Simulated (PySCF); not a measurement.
Atom-mapped SMILES (the numbers label the heavy atoms): `[CH3:1][CH2:2][c:3]1[cH:4][c:5]([CH3:6])[n:7]([SiH3:8])[cH:9]1`. Each H is labelled by its parent atom.

GIAO PBE0/pcSseg-1 shifts (PySCF 2.14.0 with density-fitted response routines, gas phase, non-relativistic, equivalent atoms averaged), each against references optimised in the same way as the molecule (TMS, NH3).

On the GFN2-xTB geometry: C5 137.4, C3 135.3, C9 125.3, C4 117.7, C2 25.2, C1 21.9, C6 15.5, N7 159.4, Si8 -56.0, H(C9) 6.35, H(C4) 6.25, H(Si8) 5.01, H(C2) 2.47, H(C6) 2.45, H(C1) 1.15 ppm.

Q: What changes on the PBE0-D3(BJ)/def2-SVP geometry?

A: 
```csv
atoms,δ (ppm),change
C5,137.0,-0.4
C3,134.2,-1.1
C9,126.7,+1.4
C4,117.9,+0.2
C2,23.8,-1.4
C1,20.0,-1.9
C6,14.6,-0.9
N7,162.7,+3.3
Si8,-51.3,+4.7
H(C9),6.39,+0.04
H(C4),6.19,-0.06
H(Si8),4.93,-0.08
H(C2),2.30,-0.17
H(C6),2.33,-0.12
H(C1),1.11,-0.04
```

Part of each change is the reference's own: σ(TMS, C) goes from 186.9 to 184.4 ppm, σ(NH3, N) goes from 267.7 to 265.7 ppm, σ(TMS, Si) goes from 349.2 to 352.0 ppm, σ(TMS, H) goes from 31.72 to 31.27 ppm.

Bonds between heavy atoms that differ most (equivalent bonds averaged): N7–Si8 1.744 → 1.768 Å, C9–C3 1.361 → 1.374 Å, C4–C5 1.363 → 1.376 Å, N7–C9 1.377 → 1.387 Å, C5–N7 1.377 → 1.386 Å. Mean change of bonds to hydrogen: C–H +0.013 Å, Si–H +0.028 Å.
